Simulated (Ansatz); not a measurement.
BrCs (SMILES [Br][Cs]), singlet, geometry from GFN2-xTB (such geometries of metal compounds can be far from the true shape) (core potentials on Cs); SC-NEVPT2/def2-SVP, CASSCF(2,3) (Ansatz, an electronic-structure program).

The Ansatz input:
Ansatz 0.2 input:
```yaml
crystal:
  periodic: [false, false, false]
  atoms:
    - {symbol: Cs, position_ang: [-0.00000000, -0.00000000, -1.19249768]}
    - {symbol: Br, position_ang: [0.00000000, 0.00000000, 1.87392493]}
basis:
  gaussian:
    orbitals: def2-SVP
magnetization: {spin_polarized: false}
correlation: {method: sc_nevpt2, electrons: all, active_space: {window: {electrons: 2, orbitals: 3}}}
```

Predict the main parts of the log of this Ansatz run.


```
Functional definition: HF
530 factors; integrals over basis functions are off by at most 3.5e-4 eV
mean field evaluation 1: about -70532.2593 eV, gradient 1.5e1 eV
mean field evaluation 2: about -70532.3258 eV, gradient 1.6e1 eV
mean field evaluation 4: about -70533.2317 eV, gradient 9.0e-1 eV
mean field evaluation 8: about -70533.2366 eV, gradient 3.5e-3 eV
mean field -70533.23658325 eV, -2592.0486352895 hartree, gradient 2.2e-6 eV, S^2 0.000000; 0 other end points of the search recorded, 0 dependent functions left out
reference -70533.23658325 eV, -2592.0486352895 hartree; 22, 22 occupied and 34, 34 virtual orbitals, 530 factors
state -70533.49099283 eV, -2592.0579846691 hartree
state -70533.49099283 eV, -2592.0579846691 hartree; corrected -70541.60154850 eV, -2592.3560420926 hartree
Total energy: -70541.60154850 eV, -2592.3560420926 hartree
```
